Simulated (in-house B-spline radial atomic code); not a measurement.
Checks on a self-consistent run for La VI (La5+), 1s1 2s2 2p6 3s2 3p6 3d10 4s2 (4p1/2)1 (4p3/2)4 4d10 5s2 5p6. Method: Dirac-Hartree-Fock, average of the jj configuration, Fermi nucleus of rms radius 4.855 fm. Calculated with an all-electron radial atomic-structure program (B-spline basis).

```tsv
orbital	q	ε (Eh)	<1/r>	<r²>	small-component weight
1s1/2	1	-1473.81533	62.2463	0.000850223	0.044738
2s1/2	2	-243.14614	14.8972	0.0132059	0.010001
2p1/2	2	-231.21639	14.8204	0.00962189	0.0099507
2p3/2	4	-215.07972	13.4602	0.0108589	0.0093764
3s1/2	2	-56.35697	5.39352	0.0889272	0.0030822
3p1/2	2	-50.73621	5.29417	0.0835399	0.0030031
3p3/2	4	-47.52994	4.96616	0.0904779	0.0028576
3d3/2	4	-37.22479	4.82982	0.0737814	0.0027336
3d5/2	6	-36.53670	4.74223	0.0758698	0.002686
4s1/2	2	-14.08691	2.23531	0.452595	0.00094664
4p1/2	1	-11.99749	2.13071	0.486351	0.00087892
4p3/2	4	-11.20375	2.03743	0.513041	0.00084102
4d3/2	4	-7.19362	1.82636	0.600827	0.00069963
4d5/2	6	-7.16604	1.80479	0.610851	0.00069022
5s1/2	2	-3.90818	0.92527	2.28613	0.0002351
5p1/2	2	-3.10511	0.863112	2.66503	0.00021503
5p3/2	4	-2.98123	0.818499	2.83938	0.00019416
```

Electron-electron repulsion V_ee = 2806.4317 hartree.

(1) What total energy follows from the eigenvalues?

(2) Does the Dirac virial theorem hold?

(3) What diamagnetic shielding (Lamb formula) and susceptibility (Langevin formula) do the radii give?

Answers

(1) The eigenvalues count the repulsion twice, so E = Σqε - V_ee = -4237.993 - 2806.432 = -7044.425 hartree; the run printed -7044.425.

(2) For a point nucleus E = -2c²Σq·w, with w the small-component weight. Here Σq·w = 0.18755 and c = 137.0360, so the ratio E/(-2c²Σq·w) is 1.000056; the finite nucleus accounts for the departure from 1.

(3) σ = (α²/3)Σq<1/r> = 304.271/(3·137.036²) = 5400.9 ppm, and χ = -0.79199×10⁻⁶·Σq<r²> = -25.6×10⁻⁶ cm³/mol with Σq<r²> = 32.319 bohr². Both are non-relativistic formulas without the paramagnetism of open shells; for so heavy an element the full relativistic shielding is larger by tens of per cent.
